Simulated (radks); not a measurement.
All-electron atom: Eu48+ in [Ne] 3s2 3p3 (the NIST ground configuration).

Method: Dirac Kohn-Sham, PBE, spin-unpolarised, spherical densities, finite nucleus; open shells fill j = l - 1/2 first; Fermi nuclear charge, rms radius 5.1115 fm; computed with a radial shooting solver on a logarithmic mesh with Libxc functionals.

Energy parts (hartree):
part                       energy
total                  -8608.0770
kinetic                 9527.8056
electron-nucleus      -18992.5244
Hartree                  988.9594
exchange-correlation    -132.3176

Orbitals (lengths in bohr, moments of r in powers of bohr; <r^-3> diverges for s and p1/2; r(90%) holds 90 % of the orbital's charge):
1s1/2: occ. 2; eigenvalue (hartree) -1896.464; <r^2> 0.0006788; r(90%) 0.0403; <r^4> 1.223e-06
2s1/2: occ. 2; eigenvalue (hartree) -407.2745; <r^2> 0.01033; r(90%) 0.145; <r^4> 0.0001829
2p1/2: occ. 2; eigenvalue (hartree) -393.8226; <r^2> 0.007493; r(90%) 0.128; <r^4> 0.0001125
2p3/2: occ. 4; eigenvalue (hartree) -369.3984; <r^2> 0.008654; r(90%) 0.137; <r^4> 0.0001447; <r^-3> 9636
3s1/2: occ. 2; eigenvalue (hartree) -161.2923; <r^2> 0.05888; r(90%) 0.330; <r^4> 0.005076
3p1/2: occ. 2; eigenvalue (hartree) -156.3560; <r^2> 0.05333; r(90%) 0.319; <r^4> 0.004337
3p3/2: occ. 1; eigenvalue (hartree) -150.0908; <r^2> 0.05809; r(90%) 0.332; <r^4> 0.005102; <r^-3> 2568

The highest occupied level is 3p3/2 at -4084.2 eV. Summed over all electrons, <r^2> = 0.3541 bohr^2, which gives a Langevin (diamagnetic) susceptibility term of -0.28 x 10^-6 cm^3/mol. The electron density at the nucleus is 5.806e+05 e/bohr^3. For comparison, the ionisation energy in NIST's Atomic Spectra Database is 4131 eV (theoretical). In exact Kohn-Sham theory the highest level is minus the ionisation energy, but local and semilocal functionals leave it too shallow, through self-interaction and a potential that decays too fast; potentials with the right tail come closer.

Beside tabulated values, note that spin-unpolarised runs miss the spin-polarisation part of the exchange energy of open shells.
